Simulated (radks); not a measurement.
Values are calculated unless marked as measured or tabulated.
Mean orbital radii <r> (bohr) of the praseodymium ion Pr2+, [Xe] 4f3, of relativity; Dirac values are averaged over j with weights 2j + 1. Spin-unpolarised spherical Kohn-Sham, PBE, point nucleus unless stated (finite: rms radius 4.8919 fm), a radial shooting solver on a logarithmic mesh with Libxc functionals. A level marked "c x" has the speed of light scaled by that factor and shares open shells by 2j + 1; other Dirac levels either fill j = l - 1/2 first or share by 2j + 1.

| shell | non-rel. |
|---|---|
| 1s | 0.02573 |
| 2s | 0.1101 |
| 2p | 0.09351 |
| 3s | 0.2874 |
| 3p | 0.2772 |
| 3d | 0.2482 |
| 4s | 0.6542 |
| 4p | 0.6737 |
| 4d | 0.7257 |
| 5s | 1.585 |
| 5p | 1.783 |
| 4f | 1.066 |

Give the values at the level "Dirac, 2j+1 shares".

Answer. 
shell  Dirac, 2j+1 shares  change of magnitude (%)
1s                0.02409                    -6.38
2s                 0.1026                    -6.82
2p                0.09025                    -3.48
3s                 0.2720                    -5.36
3p                 0.2699                    -2.63
3d                 0.2475                    -0.26
4s                 0.6225                    -4.85
4p                 0.6589                    -2.20
4d                 0.7278                    +0.29
5s                  1.506                    -4.99
5p                  1.750                    -1.85
4f                  1.146                    +7.52
